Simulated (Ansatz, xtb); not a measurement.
# C5H7ClO2: 8 structures ranked

8 gas-phase structures of C5H7ClO2, from a drawn sample of its isomers (lower ones may exist). Each was relaxed with GFN2-xTB; where two conformers were screened, the lower at r2SCAN-D4/def2-SVP//GFN2-xTB is listed:

A. `C/C(=C/Cl)CC(=O)O`, a singlet
B. `COC(=O)/C=C/CCl`, a singlet
C. `O=C1CO[C@H](CCl)C1`, a singlet
D. `O=CO[C@@H]1CC[C@H]1Cl`, a singlet
E. `C=C(CCl)C(=O)OC`, a singlet
F. `O=C(O)[C@H]1C[C@@H](Cl)C1`, a singlet
G. `C[C@@H]1OC(=O)[C@@H]1CCl`, a singlet
H. `C=CC(=O)OCCCl`, a singlet

Problem. Estimate their order in r2SCAN-D4/def2-SVP//GFN2-xTB energy at these geometries, lowest first.

Solution. Calculated order at r2SCAN-D4/def2-SVP//GFN2-xTB: A (0.000), F (0.124), G (0.222), B (0.450), E (0.479), H (0.505), C (0.576), D (0.700) eV. Less than 1 kcal/mol parts B and E; E and H, so the order within those pairs means little.

Energies above the lowest of each column, in eV; the last columns are at r2SCAN-D4/def2-SVP geometries and were run for some of them only (a dash: not run or not comparable):

```csv
structure,GFN2-xTB,HF/STO-3G,r2SCAN-D4/def2-SVP//GFN2-xTB,r2SCAN-D4/def2-SVP,CCSD(T)/def2-SVP + ΔMP2/def2-TZVPP
A,0.217,1.459,0.000,0.000,0.000
F,0.000,0.560,0.124,0.129,0.159
G,0.221,0.268,0.222,0.259,0.304
B,0.658,1.450,0.450,0.494,0.520
E,0.709,1.469,0.479,0.519,–
H,0.802,1.503,0.505,–,–
C,0.246,0.000,0.576,–,–
D,0.299,0.674,0.700,–,–
```

CCSD(T)/def2-SVP + ΔMP2/def2-TZVPP puts A lowest of those it was run on; GFN2-xTB picks F, HF/STO-3G picks C. Some further structures that were screened fall inside this span and aren't listed. Flexible structures stand in one conformer each, not always the lowest. F keeps a small imaginary mode. Frequencies (GFN2-xTB) were run for A, B, F, G alone. ΔMP2 is the change of the MP2 energy from the smaller to the larger basis.

Over these structures GFN2-xTB departs from r2SCAN-D4/def2-SVP//GFN2-xTB by 0.226 eV on average once a common shift is removed. A GFN2-xTB relaxation took about 0.085 s and the r2SCAN-D4/def2-SVP//GFN2-xTB energy about 2.4 s on a shared host (Ansatz 0.2.0, xtb 6.7.1).
